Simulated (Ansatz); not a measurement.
The cluster Al6V⁻. Total charge -1; singlet. Geometry r2SCAN-D4/def2-SVPD.

```csv
atom,x (Å),y (Å),z (Å)
V1,0.793,0.012,-2.038
Al2,-0.851,-1.622,-1.036
Al3,1.546,-1.340,0.045
Al4,-1.148,0.919,-0.703
Al5,-0.885,1.698,1.893
Al6,1.197,1.204,0.325
Al7,-0.651,-0.870,1.514
```

The restricted singlet is unstable towards broken spin symmetry at other levels; at PBE-D4/def2-TZVPD, revPBE-D4/def2-TZVPD, r2SCAN-D4/def2-TZVPD, PBE0-D4/def2-TZVPD and others this wasn't settled. At PBE-D4/def2-TZVPD, revPBE-D4/def2-TZVPD the highest occupied level of the charge -1 singlet lies above zero (up to 0.03 eV). The electron is either unbound and held by the finite basis, or the level is raised by self-interaction error. At PBE-D4/def2-TZVPD, revPBE-D4/def2-TZVPD an occupied level of the charge -1 singlet lies above an empty one (by up to 0.12 eV), so this SCF solution is probably not the lowest. No other spin state of charge -1 was run. The geometry of the singlet was relaxed on an unsound state (restricted singlet, unstable towards broken spin symmetry at other levels and untested here). Another isomer (singlet) lies 0.71 eV lower at PBE0-D4/def2-TZVPD; other spin states weren't run for this one.

(1) Estimate the orbital energies around the gap (eV) in Ansatz with PBE-D4/def2-TZVPD, revPBE-D4/def2-TZVPD, r2SCAN-D4/def2-TZVPD, PBE0-D4/def2-TZVPD, CAM-B3LYP-D4/def2-TZVPD.

Answers

(1) 
```tsv
orbital	PBE-D4/def2-TZVPD	revPBE-D4/def2-TZVPD	r2SCAN-D4/def2-TZVPD	PBE0-D4/def2-TZVPD	CAM-B3LYP-D4/def2-TZVPD
HOMO−5	-1.48	-1.43	-1.58	-2.06	-3.01
HOMO−4	-1.32	-1.27	-1.45	-1.98	-2.77
HOMO−3	-0.94	-0.90	-1.05	-1.61	-2.50
HOMO−2	-0.90	-0.84	-0.96	-1.46	-2.36
HOMO−1	-0.25	-0.21	-0.38	-1.22	-2.11
HOMO	0.00	0.03	-0.20	-0.91	-1.69
LUMO	-0.12	-0.06	-0.05	0.54	1.31
LUMO+1	0.03	0.09	0.05	0.76	1.85
LUMO+2	0.43	0.48	0.53	1.18	2.02
LUMO+3	0.60	0.66	0.79	1.51	2.32
LUMO+4	1.06	1.11	1.13	1.72	2.80
LUMO+5	1.12	1.17	1.25	1.89	2.85
```
